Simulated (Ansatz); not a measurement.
Z-matrix (Å, degrees):
```
N
H 1 1.0064
C 1 1.4464 2 115.03
H 3 1.0911 1 109.49 2 177.16
H 3 1.0944 4 107.51 1 121.39
H 3 1.0950 4 107.60 5 116.71
Si 1 1.6905 2 119.01 3 -178.32
C 7 1.6942 1 127.02 2 177.98
H 8 1.0822 7 125.40 1 -0.58
H 8 1.0837 9 115.99 7 -179.75
H 7 1.4771 1 108.96 2 -2.10
```
Charge 0, multiplicity 1.

Level of theory: frozen-core CCSD(T)/def2-TZVPP // PBE0-D3(BJ)/def2-TZVP (Ansatz, a quantum-chemistry and plane-wave program).

```
Quantity                       Result
----------------------  -------------
HF energy               -423.22082 Ha
MP2 correlation energy    -0.67539 Ha
```

### Question
Estimate the CCSD correlation energy, the (T) correction, the total energy and the T1 diagnostic.

### Answer

```
Item                            Result
-----------------------  -------------
CCSD correlation energy    -0.71659 Ha
(T) correction             -0.02988 Ha
CCSD(T) total energy     -423.96730 Ha
T1 diagnostic                    0.012
```
